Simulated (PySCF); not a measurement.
One molecule, many functionals

Species: CH7F2Ge2N.
Numbering: `[F:1][CH:2]([F:3])[GeH2:4][NH:5][GeH3:6]` (hydrogens: H7 on C2; H8, H9 on Ge4; H10 on N5; H11, H12, H13 on Ge6)

Linear-response calculations in the def2-SVPD basis (PySCF; singlets by full response, triplets Tamm–Dancoff, core orbitals frozen in the response; HF means time-dependent Hartree–Fock). 'Strongest' is the level of largest summed f among the singlets computed (10 roots, of which the last may lack a degenerate partner); it can jump between rows when another state enters that window. S1 is the lowest singlet of each run and needn't be the same state throughout; f(S1) is that of one state. The structure is a single PBE0-D3(BJ)/def2-SVP conformer in the gas phase; no vibrational or solvent corrections. The LDA/def2-SVPD calculation is non-relativistic and has no spin–orbit coupling, an omission that weighs most on germanium.

| functional | kind | S1 (eV) | f(S1) | strongest (eV) | T1 (eV) | HOMO (eV) | gap (eV) | ionisation energy, ΔSCF (eV) |
| --- | --- | --- | --- | --- | --- | --- | --- | --- |
| LDA | LDA | 4.88 | 0.005 | 6.41 | 4.61 | -5.94 | 4.74 | 8.78 |
| B3LYP | global hybrid, 20% exact exchange | 5.49 | 0.009 | 6.88 | 5.13 | -6.97 | 6.53 | 9.00 |
| PBE0 | global hybrid, 25% exact exchange | 5.65 | 0.009 | 7.13 | 5.26 | -7.18 | 6.99 | 8.99 |
| BHandHLYP | global hybrid, 50% exact exchange | 6.17 | 0.012 | 7.83 | 5.71 | -8.47 | 8.98 | 9.08 |
| HF | Hartree–Fock | 7.14 | 0.015 | 9.04 | 6.52 | -10.53 | 12.67 | not settled |

Task: What does PBE (GGA) give?

Result: S1 (eV) 4.98, f(S1) 0.006, strongest (eV) 6.45, T1 (eV) 4.68, HOMO (eV) -5.84, gap (eV) 4.85, ionisation energy, ΔSCF (eV) 8.64. S1 runs from 4.88 eV (LDA) to 7.14 eV (HF), a spread of 2.26 eV, while the orbital gap spreads over 7.9 eV. Along PBE (0%), B3LYP (20%), PBE0 (25%), BHandHLYP (50%), HF (100%) S1 rises with the share of exact exchange. −ε(HOMO) comes closest to its own ΔSCF ionisation energy with BHandHLYP (-0.60 eV) and misses most with LDA (-2.83 eV). 'Not settled' means that the ion's SCF failed to converge or may have ended in another state than the lowest.
